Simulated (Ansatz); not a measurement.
This geometry of CH3NOSi (7 atoms, charge 0, multiplicity 1) is a first-order saddle point.

Method: RHF/cc-pVDZ (Ansatz 0.2.0).

```xyz
7
Properties=species:S:1:pos:R:3
N -0.561 1.309 0.391
C 0.138 0.427 -0.262
Si -0.110 -1.395 0.446
O 0.910 -2.158 -0.627
H -0.531 2.281 0.136
H -1.171 1.116 1.175
H 1.325 -1.581 -1.259
```

Question: Which two structures does it join? (They come from a converged band through this point; their orientation in space is the band's.)

Answer: No bond is made or broken.  The two ends are copies of one structure, up to a mirror image or an exchange of like atoms.

First end point:

```xyz
7
Properties=species:S:1:pos:R:3
N -0.644 1.292 0.386
C -0.069 0.151 0.423
Si 0.727 -1.408 0.770
O 1.011 -2.035 -0.777
H -0.130 2.158 0.355
H -1.646 1.396 0.390
H 0.751 -1.553 -1.547
```

Last end point:

```xyz
7
Properties=species:S:1:pos:R:3
N -0.644 1.292 0.387
C -0.069 0.151 0.422
Si 0.723 -1.408 0.769
O 1.012 -2.035 -0.777
H -1.646 1.395 0.387
H -0.131 2.158 0.360
H 0.755 -1.553 -1.548
```

Question: How far does it lie above each of them?

Answer: 0.40 eV above the first and 0.40 eV above the second. This is the barrier of this one path; another mechanism may lie lower.

Time of the run: 100 s on 1 thread of Arm Neoverse V2, with other jobs on the host, peak memory 0.14 GiB.
